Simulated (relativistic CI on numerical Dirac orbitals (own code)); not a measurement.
**Radial parameters of Pr LII**

Calculated at this level of theory: Dirac-Coulomb-Breit CI, KLI orbitals optimised for each configuration, model QED, unscaled Slater integrals (own radial code, finite nucleus).

Slater integrals F^k, G^k are unscaled and averaged over j, outside the closed core 1s2; ζ comes from projecting the Hamiltonian with its Breit term on Σ l·s of the shell.

- 2s2 2p4: F^2(2p,2p) = 1.0892e+06, ζ(2p) = 2.7186e+06 cm⁻¹; <r>(2p) = 0.08688, <r^2>(2p) = 0.00917 (bohr units).
- 2s 2p5: G^1(2s,2p) = 1.1658e+06, ζ(2p) = 2.7091e+06 cm⁻¹; <r>(2s) = 0.09952, <r^2>(2s) = 0.0117, <r>(2p) = 0.087, <r^2>(2p) = 0.009195 (bohr units).
- 2p5 3s: ζ(2p) = 2.7397e+06, G^1(2p,3s) = 116030 cm⁻¹; <r>(2p) = 0.08665, <r^2>(2p) = 0.009121, <r>(3s) = 0.2345, <r^2>(3s) = 0.06273 (bohr units).

Averages of the first 10 configurations, taken without configuration mixing, which lowers the lowest level and can move excited configurations by several eV; other configurations of the list can lie among them:

```json
{"Configuration": "2s2 2p4", "Parity": "even", "States": "15", "Average energy above the lowest level (eV)": "344.4"}
{"Configuration": "2s 2p5", "Parity": "odd", "States": "12", "Average energy above the lowest level (eV)": "986.2"}
{"Configuration": "2p6", "Parity": "even", "States": "1", "Average energy above the lowest level (eV)": "1675.2"}
{"Configuration": "2p5 3s", "Parity": "odd", "States": "12", "Average energy above the lowest level (eV)": "7171.0"}
{"Configuration": "2p5 3p", "Parity": "even", "States": "36", "Average energy above the lowest level (eV)": "7348.5"}
{"Configuration": "2p5 3d", "Parity": "odd", "States": "60", "Average energy above the lowest level (eV)": "7513.6"}
{"Configuration": "2s2 2p3 3s", "Parity": "odd", "States": "40", "Average energy above the lowest level (eV)": "5899.4"}
{"Configuration": "2s2 2p3 3p", "Parity": "even", "States": "120", "Average energy above the lowest level (eV)": "6084.9"}
{"Configuration": "2s2 2p3 3d", "Parity": "odd", "States": "200", "Average energy above the lowest level (eV)": "6250.5"}
{"Configuration": "2s 2p4 3s", "Parity": "even", "States": "60", "Average energy above the lowest level (eV)": "6511.4"}
```
